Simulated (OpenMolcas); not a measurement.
# La2+: effect of the basis set

```yaml
Program: OpenMolcas 26.06
Method: CASSCF
Active_space: 1 electron in 6 orbitals (5d 6s)
State_averaging: 2S+1 = 2 even, 6 roots
Spin-orbit_coupling: state interaction with AMFI integrals over the reference wave functions, term energies averaged over their components
```

A. ANO-RCC-MB [6s5p3d1f], DKH2, point nucleus; cost roughly 5 core-seconds
B. ANO-R1 [7s5p4d1f], X2C, finite nucleus; cost roughly 4 core-seconds
C. ANO-RCC-VDZP [7s6p4d2f1g], DKH2, point nucleus; cost roughly 5 core-seconds
D. ANO-R2 [8s6p5d2f1g], X2C, finite nucleus; cost about 3 core-seconds
E. ANO-RCC-VTZP [8s7p5d3f2g1h], DKH2, point nucleus; cost of the order of 14 core-seconds
F. ANO-R3 [9s7p7d3f2g1h], X2C, finite nucleus; cost of the order of 11 core-seconds

Energies in cm⁻¹ above 5d ²D_3/2, the measured ground level; measured values from Martin, Zalubas and Hagan, Atomic Energy Levels: The Rare-Earth Elements, NSRDS-NBS 60 (1978).

```csv
Level,A,B,C,D,E,F,Measured
5d ²D_3/2,0.0,0.0,0.0,0.0,0.0,0.0,0.0
5d ²D_5/2,1236,1695,1731,1666,1593,1688,1603
6s ²S_1/2,16375,14771,12446,12630,13462,13213,13591
```

Deviations, from unrounded energies. A percentage is the sum of absolute deviations over the sum of measured energies, with the sign that they share, or ± where signs differ.

```
                  Against measurement  Levels      A     B     C     D     E     F
       mean absolute deviation (cm-1)       2   1600   640   640   510    70   230
fine structure of the ground term (%)       1  -22.9  +5.7  +8.0  +3.9  -0.6  +5.3
             other configurations (%)       1  +20.5  +8.7  -8.4  -7.1  -1.0  -2.8
```

E lies closest to measurement on these levels and A furthest from it. The largest miss of E in the table is 6s ²S_1/2, by -130 cm-1. The ranking rests on the paired levels alone, and a cruder setting can come out closer through cancelling errors.

Among A to F the level of the table that moves most is 6s ²S_1/2, by 3900 cm-1 (lowest in C, highest in A).

With one active electron the reference holds no correlation, so core polarisation is missing. Computed and measured levels are paired by configuration, term and J; levels that our copy of the source lacks, or whose pairing is in doubt (as where it misses far off the trend of its configuration), stay unpaired and out of the deviations. Levels of configurations outside the active space are missing.
